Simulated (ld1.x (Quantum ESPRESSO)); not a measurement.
**argon: PAW pseudisation with LDA (PZ), non-relativistic reference atom.**

Ar (Z = 18), PAW, made with ld1.x (Quantum ESPRESSO) 7.5 (LDA (PZ), non-relativistic). Core [Ne], reference 3s2 3p6. Waves: 3s (bound): rcut 0.95, rcutus 1.15 bohr; 3s channel at -0.05 Ry: rcut 0.95, rcutus 1.15 bohr; 3p (bound): rcut 1.00, rcutus 1.35 bohr; 3p channel at -0.15 Ry: rcut 1.00, rcutus 1.35 bohr. Local part: all-electron potential smoothed inside 1.20 bohr (lloc = -2). Core correction: Bessel-smoothed model core inside 0.90 bohr. Augmentation charge: PSQ, radius 0.95 bohr.

All-electron outer shells of the reference configuration (LDA (PZ), non-relativistic, ld1.x):

```csv
shell,level (eV),outermost node (bohr),outermost maximum (bohr)
2p,-229.77,–,0.28
3s,-24.03,0.52,1.17
3p,-10.40,0.49,1.28
```

Problem. Estimate the cutoffs (Ry, on a coarse ladder) from which the occupation-weighted sum of valence levels, in a spherical-Bessel basis at the reference potential, stays within 10 and 1 mRy of its value at 400 Ry.

Solution. 35 Ry and 60 Ry.

Problem. Does the potential have ghost states?

Solution. No extra level below or beside the all-electron valence levels (s, p, d, f tested).

Problem. Is the overlap operator S = 1 + Σ q|β⟩⟨β| positive definite (Bessel basis up to 400 Ry)?

Solution. Yes: its lowest eigenvalue is 0.48 (s channel).

Problem. Tests: 3s2 3p5; 3s2 3p4; 3s2 3p3; 3s1 3p6; 3s2 3p2; 3s2 3p5.5. Which has the largest error in its energy relative to the reference configuration, and how large is it?

Solution. 3s2 3p2, with -72 meV (all-electron minus pseudo) on +145.29 eV.
